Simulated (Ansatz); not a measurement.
Born–Oppenheimer molecular dynamics of F₂H₅NSi₂ (10 atoms, charge 0, multiplicity 1). It starts from a relaxed structure.

Level of theory: RKS B3LYP/STO-3G (Ansatz).

```yaml
ensemble: NVT, Nosé–Hoover chain
time_step: 0.5 fs
steps_asked: 166
set_temperature: 1000 K
thermostat: time constant 100 fs, chain length 3 (defaults)
seed: 979330
```

Frames 1 fs apart, positions in Å, forces in eV/Å.

Velocities at 60.0 fs (Å/ps):

```
Si -2.09 -0.12 -1.78
Si 1.36 0.32 -6.47
H 36.46 1.25 3.69
H -19.53 42.12 -10.85
H 0.38 2.03 -20.79
N -3.42 -4.01 8.84
H -16.02 54.70 42.68
H -1.40 -22.57 -13.76
F 3.31 5.50 4.80
F 0.30 -6.94 0.84
```

```xyz
10
Properties=species:S:1:pos:R:3:forces:R:3 time_fs=60.0 energy_less_start_eV=0.360 T=751
Si -0.017 0.026 -0.028 1.52 -2.65 -1.38
Si 0.090 -0.051 2.198 0.12 0.80 -0.04
H -0.133 -1.375 2.613 -0.13 -0.99 0.33
H 1.317 0.414 2.750 0.55 0.16 0.17
H -0.947 0.756 2.715 -0.65 0.47 0.50
N 1.602 -0.048 -0.750 1.20 0.62 -0.04
H 1.746 0.134 -1.803 -0.14 -0.19 1.78
H 2.533 0.102 -0.199 -2.08 -0.15 -1.21
F -0.864 1.142 -0.846 -0.50 0.40 -0.14
F -0.671 -1.485 -0.432 0.10 1.52 0.03
10
Properties=species:S:1:pos:R:3:forces:R:3 time_fs=61.0 energy_less_start_eV=0.292 T=819
Si -0.019 0.025 -0.030 1.49 -2.84 -1.21
Si 0.092 -0.050 2.192 0.04 0.84 0.03
H -0.097 -1.379 2.618 -0.13 -0.91 0.34
H 1.300 0.457 2.740 0.63 0.16 0.18
H -0.950 0.760 2.697 -0.69 0.38 0.52
N 1.599 -0.052 -0.742 0.51 0.43 0.42
H 1.729 0.188 -1.753 0.00 -0.07 0.49
H 2.522 0.078 -0.218 -1.46 -0.04 -0.59
F -0.861 1.147 -0.841 -0.51 0.43 -0.19
F -0.670 -1.491 -0.431 0.12 1.63 0.03
10
Properties=species:S:1:pos:R:3:forces:R:3 time_fs=62.0 energy_less_start_eV=0.275 T=839
Si -0.020 0.024 -0.032 1.42 -2.98 -1.05
Si 0.093 -0.049 2.185 -0.07 0.80 0.35
H -0.062 -1.391 2.627 -0.10 -0.55 0.26
H 1.289 0.501 2.732 0.54 0.07 0.11
H -0.959 0.768 2.683 -0.54 0.15 0.44
N 1.596 -0.056 -0.732 -0.90 0.03 0.70
H 1.713 0.242 -1.698 0.13 0.25 -1.01
H 2.497 0.055 -0.243 -0.11 0.10 0.41
F -0.858 1.153 -0.836 -0.49 0.42 -0.23
F -0.670 -1.497 -0.431 0.12 1.70 0.01
10
Properties=species:S:1:pos:R:3:forces:R:3 time_fs=63.0 energy_less_start_eV=0.349 T=773
Si -0.021 0.021 -0.035 1.28 -3.06 -0.88
Si 0.095 -0.048 2.179 -0.18 0.75 0.83
H -0.028 -1.408 2.638 -0.07 -0.03 0.12
H 1.284 0.546 2.724 0.31 -0.08 -0.01
H -0.974 0.777 2.674 -0.28 -0.15 0.32
N 1.592 -0.059 -0.723 -2.49 -0.29 0.26
H 1.697 0.298 -1.653 0.19 0.55 -1.88
H 2.472 0.032 -0.263 1.56 0.20 1.50
F -0.855 1.159 -0.832 -0.45 0.39 -0.25
F -0.669 -1.502 -0.430 0.12 1.73 -0.01
10
Properties=species:S:1:pos:R:3:forces:R:3 time_fs=64.0 energy_less_start_eV=0.408 T=721
Si -0.021 0.018 -0.038 1.04 -3.05 -0.68
Si 0.096 -0.047 2.173 -0.24 0.73 1.34
H 0.005 -1.426 2.650 -0.05 0.48 -0.04
H 1.281 0.591 2.717 0.04 -0.27 -0.15
H -0.991 0.785 2.667 0.02 -0.45 0.19
N 1.587 -0.063 -0.713 -3.04 -0.12 -0.86
H 1.684 0.359 -1.625 0.17 0.44 -1.51
H 2.461 0.011 -0.270 2.36 0.19 1.99
F -0.853 1.165 -0.827 -0.38 0.33 -0.24
F -0.669 -1.506 -0.429 0.10 1.72 -0.03
10
Properties=species:S:1:pos:R:3:forces:R:3 time_fs=65.0 energy_less_start_eV=0.396 T=734
Si -0.021 0.013 -0.042 0.68 -2.93 -0.45
Si 0.097 -0.046 2.167 -0.26 0.76 1.77
H 0.038 -1.439 2.662 -0.06 0.87 -0.17
H 1.278 0.633 2.708 -0.21 -0.45 -0.26
H -1.008 0.788 2.663 0.27 -0.69 0.08
N 1.580 -0.067 -0.704 -1.81 0.54 -1.87
H 1.671 0.425 -1.610 0.14 -0.10 -0.34
H 2.472 -0.008 -0.258 1.50 0.09 1.54
F -0.851 1.172 -0.823 -0.31 0.23 -0.22
F -0.668 -1.509 -0.428 0.06 1.67 -0.07
10
Properties=species:S:1:pos:R:3:forces:R:3 time_fs=66.0 energy_less_start_eV=0.418 T=717
Si -0.021 0.007 -0.045 0.25 -2.72 -0.21
Si 0.098 -0.044 2.162 -0.25 0.81 2.04
H 0.071 -1.444 2.672 -0.08 1.09 -0.24
H 1.274 0.671 2.697 -0.38 -0.59 -0.34
H -1.022 0.785 2.659 0.42 -0.83 0.02
N 1.572 -0.070 -0.696 0.34 1.27 -2.35
H 1.661 0.489 -1.599 0.16 -0.77 0.80
H 2.496 -0.027 -0.232 -0.25 0.04 0.59
F -0.849 1.178 -0.819 -0.23 0.11 -0.18
F -0.668 -1.512 -0.427 0.02 1.58 -0.12
10
Properties=species:S:1:pos:R:3:forces:R:3 time_fs=67.0 energy_less_start_eV=0.505 T=639
Si -0.021 0.001 -0.049 -0.21 -2.45 0.02
Si 0.099 -0.042 2.158 -0.22 0.89 2.12
H 0.102 -1.439 2.680 -0.10 1.10 -0.26
H 1.265 0.704 2.682 -0.43 -0.65 -0.35
H -1.033 0.774 2.656 0.46 -0.86 0.01
N 1.564 -0.073 -0.689 2.18 1.75 -2.43
H 1.651 0.547 -1.581 0.22 -1.26 1.44
H 2.518 -0.045 -0.199 -1.72 0.05 -0.25
F -0.847 1.185 -0.814 -0.14 -0.03 -0.13
F -0.667 -1.513 -0.426 -0.04 1.46 -0.18
10
Properties=species:S:1:pos:R:3:forces:R:3 time_fs=68.0 energy_less_start_eV=0.555 T=594
Si -0.021 -0.007 -0.052 -0.61 -2.14 0.21
Si 0.100 -0.039 2.154 -0.19 0.96 2.01
H 0.133 -1.423 2.686 -0.12 0.92 -0.20
H 1.253 0.730 2.664 -0.37 -0.63 -0.31
H -1.040 0.755 2.653 0.37 -0.78 0.05
N 1.557 -0.074 -0.684 3.18 1.89 -2.24
H 1.644 0.593 -1.549 0.32 -1.43 1.52
H 2.525 -0.062 -0.169 -2.43 0.10 -0.73
F -0.845 1.192 -0.810 -0.04 -0.19 -0.07
F -0.667 -1.514 -0.426 -0.11 1.30 -0.24
10
Properties=species:S:1:pos:R:3:forces:R:3 time_fs=69.0 energy_less_start_eV=0.503 T=648
Si -0.021 -0.015 -0.056 -0.91 -1.82 0.35
Si 0.101 -0.036 2.151 -0.18 1.03 1.71
H 0.163 -1.399 2.689 -0.12 0.55 -0.08
H 1.237 0.751 2.643 -0.20 -0.51 -0.22
H -1.042 0.729 2.650 0.18 -0.61 0.14
N 1.553 -0.074 -0.681 3.28 1.69 -1.86
H 1.640 0.625 -1.502 0.45 -1.22 1.08
H 2.508 -0.079 -0.145 -2.37 0.14 -0.83
F -0.843 1.198 -0.806 0.07 -0.36 0.00
F -0.666 -1.514 -0.425 -0.20 1.10 -0.31
10
Properties=species:S:1:pos:R:3:forces:R:3 time_fs=70.0 energy_less_start_eV=0.400 T=750
Si -0.021 -0.024 -0.059 -1.10 -1.47 0.42
Si 0.102 -0.033 2.149 -0.18 1.09 1.28
H 0.192 -1.369 2.692 -0.09 0.06 0.09
H 1.220 0.766 2.620 0.05 -0.31 -0.09
H -1.044 0.696 2.648 -0.10 -0.37 0.27
N 1.550 -0.073 -0.679 2.50 1.13 -1.39
H 1.641 0.646 -1.446 0.60 -0.58 0.21
H 2.469 -0.094 -0.130 -1.55 0.12 -0.49
F -0.841 1.205 -0.802 0.17 -0.53 0.08
F -0.666 -1.514 -0.425 -0.30 0.87 -0.38
10
Properties=species:S:1:pos:R:3:forces:R:3 time_fs=71.0 energy_less_start_eV=0.367 T=785
Si -0.022 -0.034 -0.062 -1.21 -1.08 0.42
Si 0.103 -0.030 2.147 -0.21 1.11 0.80
H 0.220 -1.339 2.696 -0.03 -0.46 0.27
H 1.202 0.779 2.595 0.33 -0.06 0.06
H -1.046 0.660 2.649 -0.40 -0.13 0.39
N 1.550 -0.071 -0.678 0.94 0.33 -1.15
H 1.647 0.662 -1.387 0.76 0.37 -0.83
H 2.416 -0.109 -0.118 -0.04 0.02 0.33
F -0.839 1.211 -0.798 0.27 -0.70 0.15
F -0.665 -1.513 -0.425 -0.41 0.60 -0.45
```

Of the whole run (83 fs, mean temperature of the second half 720 K): The conserved energy stayed within 0.5 meV per atom of its start (net change 0.3 meV per atom), so the integration is sound. The mean temperature of the second half is 28 % below the set value. A run of 0.083 ps of so small a system gives no equilibrium averages. Limits of this set-up: minimal basis.

Run time: 6.3 min on 1 thread of Arm Neoverse V1, with other jobs on the host, peak memory 0.1 GiB.
